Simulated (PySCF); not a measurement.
Method: B3LYP-D3(BJ)/def2-TZVP (PySCF). Gas-phase values, no solvent. B3LYP has the VWN-RPA correlation part, as in Gaussian. 

Reference species (SMILES): `C1/C(=N\[H])O1` (neutral, multiplicity 1).

- HOMO = -7.77 eV
- HOMO–LUMO gap = 7.92 eV

Changed species: `OC#CN`.

### Question
What does the change do to the HOMO and HOMO–LUMO gap?

### Answer
the HOMO increases by 1.86 eV, to -5.91 eV; the HOMO–LUMO gap falls by 1.69 eV, to 6.23 eV.
